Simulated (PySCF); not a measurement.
A PySCF script (with the pyscf-properties extension) for the NMR shieldings of SMILES N[Si@@H]([SiH3])C[SiH3], CH$_{11}$NSi$_{3}$, on a GFN2-xTB geometry:

```python
import basis_set_exchange as bse
import numpy as np
from pyscf import gto, dft
from pyscf.prop import nmr

atoms = """
N     0.814000   -1.684583   -0.515081
Si    0.689702   -0.462534    0.700917
Si    1.962605    1.331785    0.017757
C    -1.173719   -0.094741    0.855738
Si   -2.113387    0.222374   -0.760212
H     0.180328   -2.467677   -0.493989
H     1.725115   -1.994412   -0.810149
H     1.105740   -0.953178    2.042953
H     2.512131    2.067948    1.163121
H     1.243195    2.328597   -0.780357
H     3.128240    0.933992   -0.780869
H    -1.289057    0.775146    1.503473
H    -1.655654   -0.919377    1.382582
H    -3.504849    0.574221   -0.446012
H    -1.504155    1.332553   -1.495979
H    -2.127834   -0.981172   -1.595306
"""
names = dict.fromkeys(["N", "Si", "C", "H"], "pcSseg-1")
basis = {el: gto.basis.parse(bse.get_basis(n, elements=[el], fmt="nwchem")) for el, n in names.items()}
mol = gto.M(atom=atoms, basis=basis, charge=0, verbose=0)
mf = dft.RKS(mol, xc="PBE0")
mf.grids.level = 2
mf.grids.alignment = dft.numint.BLKSIZE   # the property module wants whole blocks of grid points
mf.conv_tol = 1e-9
mf.kernel()

calc = nmr.RKS(mf)   # GIAO
C = mf.mo_coeff
Co = C[:, mf.mo_occ > 0]
resp = mf.gen_response(singlet=True, hermi=2)
def vind(x):   # induced exchange potential for any number of trial vectors
    d = np.einsum("pi,xij,qj->xpq", C, 2 * x.reshape(-1, C.shape[1], Co.shape[1]), Co, optimize=True)
    return np.einsum("xpq,pi,qj->xij", resp(d - d.transpose(0, 2, 1)), C, Co, optimize=True).ravel()
mo1, _ = nmr.rhf.solve_mo1(calc, with_cphf=vind)
sigma = calc.kernel(mo1)
for i, s in enumerate(sigma):   # ppm
    print("%2d %-2s %9.2f" % (i, mol.atom_pure_symbol(i), np.trace(s) / 3))
```

Task: Give the expected output.

Result: 
```
 0 N     253.83
 1 Si    376.12
 2 Si    471.56
 3 C     195.06
 4 Si    427.20
 5 H      31.71
 6 H      31.75
 7 H      26.02
 8 H      28.48
 9 H      28.26
10 H      28.40
11 H      32.00
12 H      31.33
13 H      27.67
14 H      27.66
15 H      27.67
```

These numbers come from an equivalent density-fitted implementation of the same equations, which agrees with the script to about 0.01 ppm for H and up to a few tenths of a ppm for heavy atoms, so last digits may differ.

Size and cost of the density-fitted run: 161 basis functions, 23 s wall time on 1 thread of an x86-64 server CPU, shared host.
